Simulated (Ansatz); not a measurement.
```xyz
11

N     0.3838    1.2735   -0.0744
C     0.1883    0.3614   -1.2851
Al    0.4384   -0.7097    0.3197
N    -0.9902   -1.3682    1.1593
H    -0.4331    1.8279    0.1416
H     1.1868    1.8830   -0.1439
H     0.9850    0.5203   -2.0083
H    -0.7738    0.5510   -1.7564
H     1.8954   -1.0996    0.8110
H    -0.9630   -1.8110    2.0626
H    -1.9176   -1.4286    0.7739
```

The species carries charge 0 and has multiplicity 1. The bonds changed during the relaxation, so this is another structure than the one it started from.

Question: List the PBE/def2-TZVPP orbital energies in eV (Ansatz 0.2.0). (An estimate is asked.)

Answer: Ansatz gave: Occupied: -1505.16, -381.33, -378.95, -268.84, -105.47, -67.51, -67.39, -67.36, -22.63, -19.69, -16.05, -13.05, -11.87, -10.99, -9.72, -9.20, -8.24, -6.82, -5.61, -5.03. Lowest empty: -0.27, 0.26, 0.49, 0.95, 1.65, 2.30, 2.50, 2.58.
